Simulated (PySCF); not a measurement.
PySCF input file for C2H4F2Si2, SMILES F[Si@@H](C#C)[SiH2]F, TDA-ωB97X/def2-SVPD. Geometry: B3LYP-D3(BJ)/def2-SVP. The structure was generated by enumeration; whether it is a known compound was not checked. One conformer was computed; it need not be the lowest.

```python
import numpy as np
from pyscf import gto, scf, dft, tdscf

mol = gto.M(
    atom='''
    C     2.79813013    0.92533584    0.28187310
    C     1.83408822    0.18283365    0.32680632
    Si    0.32769519   -0.84699818    0.40479728
    F     0.31528928   -1.88324482   -0.85637906
    Si   -1.56998954    0.53265672    0.28232884
    F    -1.41669405    1.51875518   -1.01016936
    H     3.65335798    1.57591675    0.24001044
    H     0.34068980   -1.65508036    1.65396692
    H    -2.82017654   -0.26143385    0.12287477
    H    -1.66241769    1.37276759    1.51024153
    ''',
    basis='def2-SVPD',
    charge=0,
    spin=0,
    max_memory=1600,
    verbose=4,
)
mf = dft.RKS(mol, xc='wb97x').density_fit(auxbasis='def2-universal-jkfit')
mf.grids.level = 3
mf.conv_tol = 1e-9
mf.max_cycle = 100
mf.kernel()
mf.grids = dft.Grids(mol).set(level=1).build(with_non0tab=True)  # coarser grid for the response kernel
td = tdscf.TDA(mf)
td.singlet = True
td.nstates = 10
td.conv_tol = 1e-4
td.positive_eig_threshold = 1e-6
td.kernel(x0=td.get_init_guess(mf, 15))
td.analyze()
tt = tdscf.TDA(mf)
tt.singlet = False
tt.nstates = 4
tt.conv_tol = 1e-4
tt.positive_eig_threshold = 1e-6
tt.kernel(x0=tt.get_init_guess(mf, 9))
tt.analyze(verbose=3)
```

Log of the run:

```
PySCF version 2.14.0

[INPUT] verbose = 4
[INPUT] num. atoms = 10
[INPUT] num. electrons = 62
[INPUT] charge = 0
[INPUT] spin (= nelec alpha-beta = 2S) = 0
[INPUT] symmetry False subgroup None
[INPUT] Mole.unit = angstrom
[INPUT] Symbol           X                Y                Z      unit          X                Y                Z       unit  Magmom
[INPUT]  1 C      2.798130130000   0.925335840000   0.281873100000 AA    5.287699606594   1.748631310844   0.532662960882 Bohr   0.0
[INPUT]  2 C      1.834088220000   0.182833650000   0.326806320000 AA    3.465924424091   0.345505524855   0.617574440577 Bohr   0.0
[INPUT]  3 Si     0.327695190000  -0.846998180000   0.404797280000 AA    0.619254161437  -1.600594588205   0.764955995169 Bohr   0.0
[INPUT]  4 F      0.315289280000  -1.883244820000  -0.856379060000 AA    0.595810389211  -3.558816935306  -1.618321882212 Bohr   0.0
[INPUT]  5 Si    -1.569989540000   0.532656720000   0.282328840000 AA   -2.966850249032   1.006575319209   0.533524184666 Bohr   0.0
[INPUT]  6 F     -1.416694050000   1.518755180000  -1.010169360000 AA   -2.677163756801   2.870031340465  -1.908943429827 Bohr   0.0
[INPUT]  7 H      3.653357980000   1.575916750000   0.240010440000 AA    6.903846017194   2.978051052615   0.453553998636 Bohr   0.0
[INPUT]  8 H      0.340689800000  -1.655080360000   1.653966920000 AA    0.643810415433  -3.127648594547   3.125544497890 Bohr   0.0
[INPUT]  9 H     -2.820176540000  -0.261433850000   0.122874770000 AA   -5.329361283524  -0.494038376191   0.232199662919 Bohr   0.0
[INPUT] 10 H     -1.662417690000   1.372767590000   1.510241530000 AA   -3.141514138732   2.594154777779   2.853942873644 Bohr   0.0

nuclear repulsion = 332.887619603597
number of shells = 70
number of NR pGTOs = 250
number of NR cGTOs = 166
basis = def2-SVPD
ecp = {}


[settings echo left out]
init E= -857.083073785464
  HOMO = -0.294751324353388  LUMO = -0.05016260843662  gap/eV = 6.65560
cycle= 1 E= -856.763993064854  delta_E= 0.319  |g|= 0.745  |ddm|= 5.95
  HOMO = -0.378433967141229  LUMO = 0.00594964954949706  gap/eV = 10.45961
cycle= 2 E= -856.762791169679  delta_E= 0.0012  |g|= 0.867  |ddm|= 1.82
  HOMO = -0.390401791642867  LUMO = 0.0170794930929228  gap/eV = 11.08813
cycle= 3 E= -856.881723284335  delta_E= -0.119  |g|= 0.0582  |ddm|= 0.702
  HOMO = -0.386096651071618  LUMO = 0.0255140007034256  gap/eV = 11.20050
cycle= 4 E= -856.882641813613  delta_E= -0.000919  |g|= 0.0199  |ddm|= 0.274
  HOMO = -0.385596189045355  LUMO = 0.0268150937985263  gap/eV = 11.22228
cycle= 5 E= -856.882769908617  delta_E= -0.000128  |g|= 0.00858  |ddm|= 0.104
  HOMO = -0.386416916923685  LUMO = 0.0262239136784381  gap/eV = 11.22853
cycle= 6 E= -856.882787510227  delta_E= -1.76e-05  |g|= 0.00327  |ddm|= 0.019
  HOMO = -0.386576327512239  LUMO = 0.0261828271482965  gap/eV = 11.23175
cycle= 7 E= -856.882790764922  delta_E= -3.25e-06  |g|= 0.000694  |ddm|= 0.00891
  HOMO = -0.386516705189271  LUMO = 0.0262373443000525  gap/eV = 11.23161
cycle= 8 E= -856.882791064197  delta_E= -2.99e-07  |g|= 0.00018  |ddm|= 0.00225
  HOMO = -0.386533245599102  LUMO = 0.0262286582642148  gap/eV = 11.23182
cycle= 9 E= -856.882791102022  delta_E= -3.78e-08  |g|= 9.4e-05  |ddm|= 0.000672
  HOMO = -0.386532248221146  LUMO = 0.0262292686600922  gap/eV = 11.23181
cycle= 10 E= -856.882791107921  delta_E= -5.9e-09  |g|= 4.91e-05  |ddm|= 0.000181
  HOMO = -0.386528636171905  LUMO = 0.026229868502766  gap/eV = 11.23173
cycle= 11 E= -856.882791109889  delta_E= -1.97e-09  |g|= 1.3e-05  |ddm|= 0.000112
  HOMO = -0.38652899193945  LUMO = 0.0262291280352591  gap/eV = 11.23172
cycle= 12 E= -856.882791110117  delta_E= -2.28e-10  |g|= 5.67e-06  |ddm|= 3.79e-05
  HOMO = -0.386528602172172  LUMO = 0.026229266102725  gap/eV = 11.23171
Extra cycle  E= -856.882791110134  delta_E= -1.66e-11  |g|= 5.15e-06  |ddm|= 1.31e-05
converged SCF energy = -856.882791110134
tot grids = 43672
Overwritten attributes  positive_eig_threshold  of <class 'pyscf.tdscf.rks.TDA'>


******** <class 'pyscf.tdscf.rks.TDA'> for <class 'pyscf.df.df_jk.DFRKS'> ********
nstates = 10 singlet
deg_eia_thresh = 1.000e-03
wfnsym = None
conv_tol = 0.0001
eigh lindep = 1e-12
eigh level_shift = 0
eigh max_cycle = 100


Excitation energies (eV)
[5.5832608  6.08244153 6.28717944 6.50266224 6.92133084 7.78431934
 8.0645508  8.28682675 8.38498143 8.42621603]

** Singlet excitation energies and oscillator strengths **
Excited State   1:      5.58326 eV    222.06 nm  f=0.0046
      29 -> 32        0.22356
      29 -> 38        0.12061
      31 -> 32        0.57512
      31 -> 33        0.12944
Excited State   2:      6.08244 eV    203.84 nm  f=0.0046
      29 -> 34       -0.20502
      30 -> 32       -0.42096
      30 -> 33       -0.20026
      30 -> 38       -0.14038
      31 -> 32       -0.12647
      31 -> 33        0.31736
      31 -> 34       -0.23430
Excited State   3:      6.28718 eV    197.20 nm  f=0.0057
      30 -> 33        0.38491
      30 -> 34       -0.50013
      30 -> 36        0.12851
      31 -> 32        0.11133
      31 -> 33        0.12267
Excited State   4:      6.50266 eV    190.67 nm  f=0.0164
      29 -> 32        0.31884
      29 -> 33       -0.17629
      31 -> 32       -0.25410
      31 -> 33        0.40005
      31 -> 34        0.29247
Excited State   5:      6.92133 eV    179.13 nm  f=0.0505
      29 -> 32        0.42956
      29 -> 33        0.24871
      31 -> 32       -0.18903
      31 -> 33       -0.32540
      31 -> 34       -0.10521
      31 -> 36       -0.10601
      31 -> 38        0.15856
Excited State   6:      7.78432 eV    159.27 nm  f=0.0094
      28 -> 32       -0.32482
      28 -> 33        0.52989
      28 -> 34        0.18653
      29 -> 33        0.11762
Excited State   7:      8.06455 eV    153.74 nm  f=0.5141
      28 -> 32        0.13044
      28 -> 33       -0.11031
      29 -> 33        0.17443
      29 -> 34       -0.23944
      30 -> 32       -0.23079
      31 -> 33       -0.13490
      31 -> 34        0.50574
Excited State   8:      8.28683 eV    149.62 nm  f=0.0280
      27 -> 32        0.10236
      29 -> 33       -0.28921
      29 -> 34       -0.11058
      30 -> 32       -0.21711
      30 -> 33        0.21627
      30 -> 34        0.15109
      31 -> 33       -0.11233
      31 -> 35       -0.43974
      31 -> 36       -0.10551
Excited State   9:      8.38498 eV    147.86 nm  f=0.0190
      27 -> 32       -0.51263
      29 -> 32       -0.17475
      30 -> 32        0.13117
      31 -> 35       -0.26788
      31 -> 36       -0.14042
      31 -> 38        0.14325
Excited State  10:      8.42622 eV    147.14 nm  f=0.0578
      27 -> 32        0.28637
      29 -> 34       -0.14745
      30 -> 32        0.15648
      30 -> 33       -0.35049
      30 -> 34       -0.25848
      30 -> 35       -0.15376
      31 -> 34        0.12199
      31 -> 35       -0.29694

** Transition electric dipole moments (AU) **
state          X           Y           Z        Dip. S.      Osc.
  1        -0.1262     -0.0310     -0.1291      0.0335      0.0046
  2        -0.1258      0.0169      0.1218      0.0310      0.0046
  3        -0.1825     -0.0458     -0.0436      0.0373      0.0057
  4        -0.1717     -0.1286      0.2383      0.1028      0.0164
  5         0.4560      0.2732      0.1242      0.2979      0.0505
  6         0.1910     -0.0395     -0.1060      0.0493      0.0094
  7         1.5856      0.2635     -0.1350      2.6018      0.5141
  8         0.2878      0.2318      0.0382      0.1380      0.0280
  9        -0.1545     -0.2234     -0.1361      0.0923      0.0190
 10         0.4533     -0.0433     -0.2696      0.2800      0.0578

** Transition velocity dipole moments (imaginary part, AU) **
state          X           Y           Z        Dip. S.      Osc.
  1        -0.0127      0.0053     -0.0017      0.0002      0.0006
  2        -0.0208      0.0122      0.0068      0.0006      0.0019
  3        -0.0268      0.0043     -0.0045      0.0008      0.0022
  4        -0.0152     -0.0079     -0.0112      0.0004      0.0012
  5         0.0487      0.0212      0.0131      0.0030      0.0078
  6         0.0460     -0.0005     -0.0077      0.0022      0.0051
  7         0.3364      0.0151     -0.0289      0.1143      0.2570
  8         0.0624      0.0326      0.0181      0.0053      0.0116
  9        -0.0210     -0.0482     -0.0593      0.0063      0.0136
 10         0.1068     -0.0221     -0.0730      0.0172      0.0371

** Transition magnetic dipole moments (imaginary part, AU) **
state          X           Y           Z
  1         0.3162      0.2005     -0.1341
  2         0.0900      0.0277      0.1497
  3         0.0850      0.0684      0.0254
  4         0.0957      0.2091      0.3172
  5        -0.5294     -0.2876      0.0892
  6        -1.1664      0.4939      0.1164
  7         0.4041     -0.5272     -1.0513
  8         0.3113      0.8189      1.0240
  9        -0.8340      0.0022      0.1873
 10         0.3399     -0.3862      0.2323


******** <class 'pyscf.tdscf.rks.TDA'> for <class 'pyscf.df.df_jk.DFRKS'> ********
nstates = 4 triplet
deg_eia_thresh = 1.000e-03
wfnsym = None
conv_tol = 0.0001
eigh lindep = 1e-12
eigh level_shift = 0
eigh max_cycle = 100


Excitation energies (eV)
[4.85280322 5.12275936 5.34036899 5.66986378]

** Triplet excitation energies and oscillator strengths **
Excited State   1:      4.85280 eV    255.49 nm  f=0.0000
Excited State   2:      5.12276 eV    242.03 nm  f=0.0000
Excited State   3:      5.34037 eV    232.16 nm  f=0.0000
Excited State   4:      5.66986 eV    218.67 nm  f=0.0000
```

Self-consistency was reached.
